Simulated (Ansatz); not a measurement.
Energy needed to pull apart CHCl2I (SMILES ClC(Cl)I), singlet, into free ground-state atoms, from the structure below (displaced at random from a GFN2-xTB minimum); no zero-point or spin–orbit terms; open-shell atoms are treated unrestricted, in their ground-state multiplicity.

```json
{"atom": "Cl1", "x (Å)": "-0.4914", "y (Å)": "-0.0141", "z (Å)": "1.6885"}
{"atom": "C2", "x (Å)": "0.1247", "y (Å)": "0.0806", "z (Å)": "0.0426"}
{"atom": "Cl3", "x (Å)": "1.1838", "y (Å)": "-1.3120", "z (Å)": "-0.3086"}
{"atom": "I4", "x (Å)": "-1.5065", "y (Å)": "0.1723", "z (Å)": "-1.3949"}
{"atom": "H5", "x (Å)": "0.7128", "y (Å)": "0.9913", "z (Å)": "-0.0746"}
```

Program: Ansatz 0.2.0. Basis: def2-TZVPP. Cores are frozen in the correlated methods. Filled d shells of the heavier atoms are correlated. Core potentials replace the inner electrons of the atoms past krypton. The def2 sets are not built for correlating such inner shells, so the correlated values are less sure here.

```
    method  atomization energy (eV)
    PBE-D4                    14.69
 r2SCAN-D4                        ?
   PBE0-D4                    14.13
r2SCAN0-D4                    13.58
  BHLYP-D4                    12.93
   wB97M-V                        ?
        HF                     8.63
       MP2                    14.06
      CCSD                    12.85
   CCSD(T)                    13.34
```

Task: What does r2SCAN-D4 give? (To be estimated.)

Result: The calculation gives: 14.02 eV, which is about 0.68 eV more than CCSD(T)/def2-TZVPP.

Task: What does wB97M-V give? (Judge from chemistry; the value comes from the calculation.)

Result: By the calculation: 13.86 eV, which is about 0.53 eV more than CCSD(T)/def2-TZVPP.

In triple zeta the MP2 and coupled-cluster atomization energies are still short of their basis limit by a few kcal/mol a bond, whereas those of the functionals are nearly converged, so these differences are not deviations from converged CCSD(T).

No T1 diagnostic of these runs exceeds 0.010.

For scale, one of the runs: CCSD(T)/def2-TZVPP, 179 basis functions, launched by `ansatz run in.yaml --threads 8 --pin off --events-out ev --progress --plain --max-ram 10444MiB`. Time: 42 s of wall clock on 8 CPU threads of an Arm Neoverse N1; the host was shared. Peak host memory: 1.9 GiB.
